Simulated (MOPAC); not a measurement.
MOPAC input (PM3):

```
PM3 PRECISE GNORM=0.05 LET XYZ UHF MS=0.5 GEO-OK AUX(PRECISION=9) THREADS=1
HO3S

O     0.43423239 1   -0.69934071 1   -1.18515025 1
S    -0.28043456 1    0.01828149 1    0.09132429 1
O     0.26531555 1   -0.57106084 1    1.29921777 1
O    -0.22585736 1    1.43341129 1   -0.18149112 1
H     0.69742826 1   -1.59658158 1   -0.92180003 1
```

From the last part of the output:

```
                                                       MOPAC v23.2.5 Linux

          FINAL HEAT OF FORMATION =       -106.56600 KCAL/MOL =    -445.87214 KJ/MOL

          COSMO AREA              =         87.80 SQUARE ANGSTROMS
          COSMO VOLUME            =         70.00 CUBIC ANGSTROMS

          GRADIENT NORM           =          0.02007          =       0.00898 PER ATOM
          IONIZATION POTENTIAL    =          9.885539 EV
          ALPHA SOMO LUMO (EV)    =         -9.886  0.258
          BETA  SOMO LUMO (EV)    =        -11.948 -1.391
          NO. OF ALPHA ELECTRONS  =         13
          NO. OF BETA  ELECTRONS  =         12
          MOLECULAR WEIGHT        =         81.0661         POINT GROUP:  C1

          MOLECULAR DIMENSIONS (Angstroms)

            Atom       Atom       Distance
            H     5    O     4     3.27265
            O     3    O     1     2.34125
            H     5    S     2     0.59851

          SCF CALCULATIONS        =         23

   ATOM   CHEMICAL          X               Y               Z
  NUMBER   SYMBOL      (ANGSTROMS)     (ANGSTROMS)     (ANGSTROMS)

     1       O          0.38365252  *  -0.77585645  *  -1.19880154  *
     2       S         -0.30085765  *   0.03738133  *   0.09911215  *
     3       O          0.24885503  *  -0.55423455  *   1.29070815  *
     4       O         -0.19437153  *   1.44293144  *  -0.15278231  *
     5       H          0.95427000  *  -1.50441775  *  -0.99181116  *

                             CARTESIAN COORDINATES

   1    O        0.383652521    -0.775856447    -1.198801540
   2    S       -0.300857648     0.037381326     0.099112148
   3    O        0.248855032    -0.554234546     1.290708145
   4    O       -0.194371532     1.442931444    -0.152782314
   5    H        0.954269996    -1.504417753    -0.991811164

           Empirical Formula: H O3 S  =     5 atoms

      MOLECULAR POINT GROUP   :   C1

          ALPHA EIGENVALUES
 -38.61662 -37.01788 -36.59828 -22.40888 -18.81688 -17.46849 -17.07749 -15.45335
 -13.55100 -12.70164 -12.53629 -12.42713  -9.88554   0.25784   1.72670   2.67827
   4.27811

           BETA EIGENVALUES
 -38.35498 -36.86358 -36.46196 -21.58583 -18.46698 -16.80847 -16.16269 -14.94744
 -13.14921 -12.48556 -12.32500 -11.94801  -1.39136   1.01815   2.43048   3.92703
   4.67720

              NET ATOMIC CHARGES AND DIPOLE CONTRIBUTIONS

  ATOM NO.   TYPE          CHARGE      No. of ELECS.   s-Pop       p-Pop
    1          O          -0.593711        6.5937     1.81316     4.78055
    2          S           1.837754        4.1622     1.45259     2.70966
    3          O          -0.773576        6.7736     1.88257     4.89100
    4          O          -0.720747        6.7207     1.87915     4.84160
    5          H           0.250281        0.7497     0.74972
 DIPOLE           X         Y         Z       TOTAL
 POINT-CHG.    -2.854    -2.202    -1.166     3.789
 HYBRID         1.286    -0.173     0.319     1.336
 SUM           -1.568    -2.375    -0.847     2.969

          ATOMIC ORBITAL ELECTRON POPULATIONS

     Atom    s        px        py        pz
    1  O   1.81316   1.68752   1.54182   1.55121
    2  S   1.45259   1.05348   0.84356   0.81262
    3  O   1.88257   1.67937   1.74825   1.46338
    4  O   1.87915   1.73138   1.27368   1.83655
    5  H   0.74972

                    (SZ)    =    0.500000
                    (S**2)  =    0.772980

          ATOMIC ORBITAL SPIN POPULATIONS

    Atom   Total    s     px     py     pz
         Atomic
    1  O  0.0935  0.007  0.039 -0.005  0.053
    2  S  0.5181  0.189  0.273  0.034  0.022
    3  O  0.1707 -0.002  0.192 -0.022  0.002
    4  O  0.2109 -0.003  0.161  0.069 -0.016
    5  H  0.0067  0.007

 **********************
 *                    *
 * JOB ENDED NORMALLY *
 *                    *
 **********************

 == MOPAC DONE ==
```

The geometry given is a B3LYP-D3(BJ)/def2-TZVP minimum.
